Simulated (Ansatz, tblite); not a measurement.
Removing an electron: KCl₂⁻ (the lowest singlet isomer of a short search). Charge -1, multiplicity 1. Geometry: PBE0-D4/def2-TZVPD. Ansatz, gas phase; energy differences of separate SCF runs; the oxidised species was run as a doublet alone.

```xyz
3

K    -0.001    0.001    0.002
Cl    1.985    1.808    1.015
Cl   -1.984   -1.809   -1.016
```

The xTB rows come from tblite. Correlated methods freeze 15 core orbitals; core or outer-core shells of K are correlated, in sets that lack core-valence functions. HOMO above LUMO, or a gap near zero within one spin, warns that the state may not be the lowest or that an electron is smeared out. The structure comes from a short search, and lower isomers may exist.

```
               level  −HOMO (eV)  vertical IE (eV)  −LUMO (eV)  HOMO–LUMO gap (eV)                                  remarks
            GFN1-xTB        9.08             10.69        1.46                7.63                                        –
            GFN2-xTB        6.44              8.81        3.36                3.09                                        –
      HF/def2-TZVPPD           –              4.40           –                   –                                        –
   PBE-D4/def2-TZVPD        1.69              4.30       -2.08                3.77  gap within one spin near zero (doublet)
r2SCAN-D4/def2-TZVPD        1.95              4.48       -2.58                4.54  gap within one spin near zero (doublet)
  PBE0-D4/def2-TZVPD        2.97              4.77       -2.49                5.47                                        –
     MP2/def2-TZVPPD           –              5.61           –                   –                                        –
    CCSD/def2-TZVPPD           –              5.39           –                   –                                        –
 CCSD(T)/def2-TZVPPD           –              5.47           –                   –                                        –
```

  Raw xTB energy differences between charge states are shifted by several eV; the methods need an empirical correction for them.
